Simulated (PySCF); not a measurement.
Core binding energy against partial charge

Species: C₅H₄O₂S.
Numbering: `[O:1]=[CH:2][O:3][c:4]1[cH:5][cH:6][cH:7][s:8]1`

Binding energies: delta-SCF UKS SCAN, pcX-2 on the ionised atom, pcseg-1 elsewhere, spin-free X2C (PySCF). Charges: PBE0/pcSseg-1 ground-state density, for the ionised atom.

```csv
atom,environment,C 1s (eV),Mulliken (e),IAO (e),Hirshfeld (e),ESP (e)
C5,aromatic CH carbon,290.44,-0.053,-0.220,-0.091,-0.120
C6,aromatic CH carbon,290.56,-0.054,-0.172,-0.070,-0.359
C7,aromatic CH next to a ring sulfur,290.77,-0.286,-0.326,-0.088,-0.221
C4,aromatic carbon bearing oxygen,292.56,-0.011,+0.020,+0.034,+0.212
```

Q: Give the correlation coefficient and slope of binding energy on charge for each scheme.

A: Hirshfeld: r = 0.98, slope 16.4 eV per e; ESP: r = 0.89, slope 3.7 eV per e; IAO: r = 0.84, slope 5.8 eV per e; Mulliken: r = 0.36, slope 2.9 eV per e. Hirshfeld charges have the highest r, on only 4 points.

Q: The point-charge model writes a binding energy as kq + V + constant, with V the potential of the other atoms' charges at the site. What does it give with the Hirshfeld charges?

A: V = Σ 14.40 eV Å × q/r over all other atoms: +0.47 eV at C5, +0.11 eV at C6, +0.87 eV at C7, -0.89 eV at C4. Fitting binding energy − V to q gives k = 28.4 eV per e and leaves an rms residual of 0.06 eV, against 0.18 eV for the fit on q alone. The model has no term for differences in relaxation between sites.

One conformer (not necessarily the lowest) at the PBE0-D3(BJ)/def2-SVP geometry, without solvent, vibrations or thermal averaging.

The values belong to the conformer `[O:1]=[CH:2][O:3][c:4]1[cH:5][cH:6][cH:7][s:8]1`: O1–C2–O3–C4 0°, C2–O3–C4–C5 -1°.
